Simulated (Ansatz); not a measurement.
Isolated molecules relaxed with PBE0-D4/def2-TZVP in Ansatz; ΔE leaves out vibrations. CCSD(T)/CBS adds triple-zeta CCSD(T) − MP2 to the extrapolated MP2 energy (def2 sets, frozen cores). DFT in def2-TZVPP. Elements past krypton have def2 core potentials. For Cd outer-core shells are correlated without core-valence functions, which leaves a few kJ/mol of doubt a bond. Each species was taken in one conformer, which may not be the lowest.

Consider the cleavage of the Si–Si bond: `[SiH3][SiH]1[SiH2]S1` + `[NH2][Cd][OH]` → `[NH2][Cd][O][SiH3]` + `[SiH2]1[SiH2]S1`.

`[SiH3][SiH]1[SiH2]S1`:

```xyz
10

Si   -0.019    1.549   -1.179
Si    0.197    0.293    0.769
Si   -0.341   -1.892    0.819
S     1.701   -1.262    0.641
H     1.180    2.402   -1.389
H    -1.222    2.419   -1.097
H    -0.163    0.606   -2.318
H     0.238    1.066    2.038
H    -0.894   -2.591   -0.365
H    -0.678   -2.591    2.081
```

`[NH2][Cd][OH]`:

```xyz
6

N    -0.175   -0.931    1.310
Cd   -0.170    0.113   -0.396
O    -0.398    1.001   -2.132
H    -0.215   -0.328    2.124
H     0.662   -1.493    1.413
H     0.296    1.637   -2.319
```

`[NH2][Cd][O][SiH3]`:

```xyz
9

N     2.977    0.055    0.511
Cd    1.109    0.079   -0.197
O    -0.750    0.086   -0.819
Si   -2.211   -0.081   -0.139
H     3.535   -0.663    0.060
H     3.451    0.934    0.336
H    -2.492    0.989    0.866
H    -3.262   -0.011   -1.192
H    -2.357   -1.388    0.573
```

`[SiH2]1[SiH2]S1`:

Z-matrix (Å, degrees):
```
Si
S 1 2.151
Si 1 2.244 2 58.6
H 1 1.482 2 115.1 3 113.9
H 1 1.482 2 115.1 3 -113.9
H 3 1.482 1 122.3 2 101.7
H 3 1.482 1 122.3 2 -101.7
```

```
             level  ΔE (kcal/mol)
      CAM-B3LYP-D4          -24.8
           ωB97M-V          -24.2
       HF/def2-SVP          -30.7
     CCSD/def2-SVP          -25.2
     HF/def2-TZVPP          -31.9
CCSD(T)/def2-TZVPP          -23.9
SCS-MP2/def2-QZVPP          -25.8
     MP2/CBS(def2)          -23.6
```

**Question.** What does CCSD(T)/CBS give? (Estimate.)

**Answer.** Computed: -22.7 kcal/mol. The listed levels differ from it by -2.1, -1.5, -8.0, -2.5, -9.2, -1.2, -3.1, -0.9 kcal/mol.

**Question.** What do rigid-rotor, harmonic-oscillator terms from PBE0-D4/def2-TZVP frequencies (298.15 K, 1 bar) make of the CCSD(T)/CBS value? (An estimate is asked.)

**Answer.** Computed: ΔZPE = -0.6 kcal/mol, ΔH = -23.6 kcal/mol, ΔS = 5 J/(mol·K), ΔG = -23.9 kcal/mol. Modes under 50 cm⁻¹ make the entropy rough.

Largest T1 diagnostic among the species: 0.016.

From r2SCAN to r2SCAN0 (25 % exact exchange), in def2-TZVPP and without D4, ΔE moves by −1.5 kcal/mol. At CCSD(T), def2-SVP lies −1.7 kcal/mol from the extrapolated value and def2-TZVPP −1.2 kcal/mol.
